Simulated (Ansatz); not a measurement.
(CuOH)2 ring (Cu₂O₂H₂). The state is a triplet with charge 0. Geometry PBE-D4/def2-SVP, that of the neutral singlet; atoms count from 1.

Cartesian coordinates in Å:
```
Cu 0.8487 -0.5312 0.5243
O -0.5891 -1.4366 -0.5024
Cu -0.8475 0.5316 -0.5258
O 0.5887 1.4368 0.5032
H -0.2816 -1.7920 -1.3587
H 0.2807 1.7915 1.3595
```

At PBE0-D4/def2-TZVP a singlet of charge 0 lies 2.19 eV below the triplet at the same geometry.

Question: Estimate the Mulliken populations from the PBE0/def2-TZVP orbitals of Ansatz.

Answer: 
```json
{"atom": "Cu1", "charge (e)": "0.13", "spin (α − β)": "1.49", "d electrons": "9.41"}
{"atom": "O2", "charge (e)": "-0.60", "spin (α − β)": "0.15", "d electrons": "–"}
{"atom": "Cu3", "charge (e)": "0.39", "spin (α − β)": "0.19", "d electrons": "9.89"}
{"atom": "O4", "charge (e)": "-0.60", "spin (α − β)": "0.15", "d electrons": "–"}
{"atom": "H5", "charge (e)": "0.34", "spin (α − β)": "0.01", "d electrons": "–"}
{"atom": "H6", "charge (e)": "0.34", "spin (α − β)": "0.01", "d electrons": "–"}
```
Mulliken values depend strongly on the basis.

Question: Where does the spin sit?

Answer: Summed by element: Cu 1.68, O 0.30, H 0.02, of 2 unpaired in all. Largest on single atoms: Cu1 1.49, Cu3 0.19, O2 0.15.

Question: And the Mayer bond orders between heavy atoms (over 0.3)?

Answer: Cu1–O2 0.53 (1.99 Å); Cu1–Cu3 0.40 (2.26 Å); Cu1–O4 0.53 (1.99 Å); O2–Cu3 0.48 (1.99 Å); Cu3–O4 0.48 (1.99 Å).
